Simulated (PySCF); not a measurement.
Al(Me)2(OH) (C2H7AlO), SMILES [CH3][Al]([CH3])[OH]. Atoms are numbered in the order given.

```xyz
11

Al     0.0501    -0.0003     0.0000
C     -0.8697     1.7280     0.0000
H     -1.5240     1.8382     0.8838
H     -1.5240     1.8382    -0.8838
H     -0.1606     2.5721     0.0000
C     -0.8957    -1.7251     0.0000
H     -0.2287    -2.6037     0.0000
H     -1.5549    -1.8109    -0.8834
H     -1.5549    -1.8109     0.8834
O      1.7673     0.0812     0.0000
H      2.3504    -0.6867     0.0000
```
Charge 0, spin multiplicity 1.

Coordinates come from a TPSSh-D3(BJ)/def2-SVP optimisation. The isomer is the one that the SMILES or the coordinates give; other isomers of the formula were not compared. One conformer was computed; it need not be the lowest.

The numbers are results of CAM-B3LYP/def2-TZVP (PySCF), not measurements.

Symmetry labels are those of the subgroup Cs that the program uses (full group Cs).

Problem. List the valence orbital energies around the gap with their symmetry. (Estimate from the structure and the level; the computed values follow.)

Solution. 
| orbital | symmetry | energy (eV) |
|---|---|---|
| HOMO−7 | A' | -12.51 |
| HOMO−6 | A" | -12.46 |
| HOMO−5 | A' | -12.26 |
| HOMO−4 | A" | -12.19 |
| HOMO−3 | A' | -11.56 |
| HOMO−2 | A" | -10.41 |
| HOMO−1 | A' | -10.33 |
| HOMO | A' | -9.02 |
| LUMO | A' | 0.89 |
| LUMO+1 | A" | 0.95 |
| LUMO+2 | A' | 2.10 |
| LUMO+3 | A' | 2.53 |
